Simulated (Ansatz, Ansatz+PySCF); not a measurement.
```xyz
5

O     0.0781   -0.0611    0.1446
O    -0.9179    0.5958    0.2071
O     3.5617    0.4079    0.0389
H     3.5029    0.2094    0.9430
H     3.9297    1.3357    0.0052
```

Basis set: def2-SVP (spherical functions). Frozen core: 3 orbitals. Charge 0, multiplicity 3.

Computed with Ansatz (development build ahead of 0.2.0); each method stands on the lowest determinant of its kind that the runs found.

(1) Give the atomization energy at this shape (free ground-state atoms in the same class of orbitals less the molecule, no zero-point energy) of triplet H2O3 in separate pieces by PBE0 (unrestricted), UHF-MP2, UHF.

## Answers

(1)

```json
{"method": "PBE0 (unrestricted)", "atomization energy": "14.99 eV"}
{"method": "UHF-MP2", "atomization energy": "14.44 eV"}
{"method": "UHF", "atomization energy": "7.95 eV"}
```
